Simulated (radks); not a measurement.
Values are calculated unless marked as measured or tabulated.
Removal energies from neutral lutetium, [Xe] 4f14 5d1 6s2, by Delta-SCF beside the eigenvalue of the level emptied. Code: a radial shooting solver on a logarithmic mesh with Libxc functionals. Model: non-relativistic Kohn-Sham, PBE, spin-polarised, spherical densities, point nucleus. Open shells are filled with parallel spins first.

removed from	final configuration	Delta-SCF (eV)	-eigenvalue (eV)
6s	[Xe] 4f14 5d1 6s1	6.193	3.899
5d	[Xe] 4f14 6s2	6.503	2.855
4f	[Xe] 4f13 5d1 6s2	23.459	15.152
5p	[Kr] 4d10 4f14 5s2 5p5 5d1 6s2	34.996	29.850
